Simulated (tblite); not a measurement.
**Question.** What does the GFN2-xTB structure of `p1c(OC)[p-]cc1C=C` look like in three dimensions? (Charge -1.)

**Answer.** 
Z-matrix in Å and degrees, rows numbered from 1:
```
C 
C   1  1.3352
C   2  1.4390  1  127.50
C   3  1.3817  2  125.54  1    -1.19
P   4  1.7367  3  119.29  2   179.47
C   5  1.7490  4   92.67  3     0.01
O   6  1.3792  5  116.74  4  -179.78
C   7  1.3914  6  114.35  5   179.52
P   6  1.7348  5  118.94  4     0.16
H   1  1.0797  2  121.65  3  -179.77
H   1  1.0774  2  122.23  3     0.15
H   2  1.0871  1  118.46  3   179.68
H   4  1.0819  3  121.80  2    -0.62
H   8  1.0995  7  110.92  6    60.79
H   8  1.0996  7  110.93  6   -58.51
H   8  1.0922  7  107.36  6  -178.87
```

C4 (aromatic CH carbon) is planar (angles 121.8°, 119.3° and 118.9°, sum 360.0°, 0.00 Å off the plane of its three neighbours). The 9 heavy atoms lie in one plane (0.012 Å rms). C1 (terminal =CH2 carbon) is planar (angles 122.2°, 121.7° and 116.1°, sum 360.0°, 0.00 Å off the plane of its three neighbours). Of the pairs four or more bonds apart, P9···H15 is among the closest relative to their van der Waals radii: 2.78 Å, 93 % of the sum of Bondi's values.

The geometry is computed with GFN2-xTB (gas phase).

Point group: near Cs, missed by 0.10 Å at most; the miss may be what the optimiser left on a soft mode. Its GFN2-xTB frequencies are all real (lowest 64 cm⁻¹). Torsions: C1–C2–C3–C4 -1°, P5–C6–O7–C8 180°.

Time: 0.42 s. Hardware: an Arm Neoverse V1 with one thread, shared host with 32 logical CPUs at a one-minute load of 9.7. That covers the optimisation of the geometry.

One conformer stands for the species.
